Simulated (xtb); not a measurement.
P, charge -1, triplet. Base run: GFN0-xTB (xtb 6.7.1).

xtb was given this input:
```
$ xtb mol.xyz --gfn 0 --chrg -1 --uhf 2 --json

# file mol.xyz
1

P      0.00000000     0.00000000     0.00000000
```

The base run was repeated with changes; each row names its change, and settings that it needs were set with it.

```json
[
 {"change": "base", "ΔE vs base (kcal/mol)": "0.000"},
 {"change": "acc = 1000", "ΔE vs base (kcal/mol)": "0.000"},
 {"change": "etemp = 10", "ΔE vs base (kcal/mol)": "1.10"},
 {"change": "acc = 30", "ΔE vs base (kcal/mol)": "0.000"}
]
```
